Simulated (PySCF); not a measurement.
GeH₃N, neutral, multiplicity 1.

```xyz
5

Ge     0.0516    -0.4154     0.0000
H     -1.5501    -0.5430     0.0000
N     -0.0112     1.4127     0.0000
H     -0.8497     1.9727     0.0000
H      0.8260     1.9751     0.0000
```
Charge 0, spin multiplicity 1.

The structure is a stationary point at B3LYP-D3(BJ)/def2-TZVP.

Method: KT2/pcSseg-2 run with PySCF. Non-relativistic, no solvent.

Give the absolute GIAO shielding of each atom: isotropic value and principal components (ppm). (An estimate is asked for; the answer gives what the named calculation found.)


```json
[
 {"atom": "Ge1", "σ(iso)": "709.6", "σ11": "-394.6", "σ22": "1110.8", "σ33": "1412.7", "span": "1807.3"},
 {"atom": "H2", "σ(iso)": "23.1", "σ11": "17.5", "σ22": "20.0", "σ33": "31.9", "span": "14.4"},
 {"atom": "N3", "σ(iso)": "71.2", "σ11": "-152.3", "σ22": "134.6", "σ33": "231.2", "span": "383.5"},
 {"atom": "H4", "σ(iso)": "24.1", "σ11": "18.5", "σ22": "20.4", "σ33": "33.3", "span": "14.8"},
 {"atom": "H5", "σ(iso)": "24.6", "σ11": "20.1", "σ22": "24.2", "σ33": "29.4", "span": "9.3"}
]
```
